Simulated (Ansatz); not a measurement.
System: AlHClF, charge 0, singlet. AlHClF (SMILES [F][AlH][Cl]).
B3LYP-D3(BJ)/def2-TZVP minimum from Ansatz (a first-principles code):
```xyz
4

Al    -0.5622     0.1681    -0.4729
H     -1.7501    -0.3970    -1.3028
F     -0.2323     1.7801    -0.5103
Cl     0.6558    -1.0476     0.7084
```

Total energies in hartree (Ansatz). UHF or UKS for unpaired electrons; spin-orbit terms are left out. Correlated methods leave the cores frozen. No relativity. Where a partner has so few electrons that a lower coupled-cluster level is exact, that level stands in.

| species | HF/cc-pV(T+d)Z | CCSD(T)/cc-pV(T+d)Z | HF/cc-pV(Q+d)Z | CCSD(T)/cc-pV(Q+d)Z | CCSDT(Q)/cc-pV(T+d)Z |
|---|---|---|---|---|---|
| 1: AlHClF (SMILES [F][AlH][Cl]) | -801.66145 | -802.21878 | -801.67848 | -802.28551 | -802.22016 |
| 2: Al (doublet) | -241.87908 | -241.93131 | -241.88044 | -241.93374 | -241.93179 |
| 3: H (doublet) | -0.49981 | -0.49981 | -0.49995 | -0.49995 | -0.49981 |
| 4: F (doublet) | -99.40552 | -99.62036 | -99.41377 | -99.65026 | -99.62061 |
| 5: Cl (doublet) | -459.48556 | -459.67356 | -459.48916 | -459.69449 | -459.67440 |

### Question
Work out the atomisation energy (electronic, to ground-state atoms) in kcal/mol: take Hartree-Fock from cc-pV(Q+d)Z, extrapolate the CCSD(T) correlation energy as X^-3 (X = 3, 4), and add CCSDT(Q) - CCSD(T) in cc-pV(T+d)Z. 1 hartree = 627.51 kcal/mol.

### Answer

Species 1: correlation (64·(-0.60703) - 27·(-0.55733))/37 = -0.64330; step -0.00138; E1 = -801.67848 + (-0.64330) + (-0.00138) = -802.32316
Species 2: correlation (64·(-0.05330) - 27·(-0.05223))/37 = -0.05408; step -0.00048; E2 = -241.88044 + (-0.05408) + (-0.00048) = -241.93500
Species 3: correlation (64·(0.00000) - 27·(0.00000))/37 = 0.00000; step +0.00000; E3 = -0.49995 + (0.00000) + (+0.00000) = -0.49995
Species 4: correlation (64·(-0.23649) - 27·(-0.21484))/37 = -0.25229; step -0.00025; E4 = -99.41377 + (-0.25229) + (-0.00025) = -99.66631
Species 5: correlation (64·(-0.20533) - 27·(-0.18800))/37 = -0.21798; step -0.00084; E5 = -459.48916 + (-0.21798) + (-0.00084) = -459.70798
-1·E1 +1·E2 +1·E3 +1·E4 +1·E5 = 0.51392 hartree = 322.5 kcal/mol.
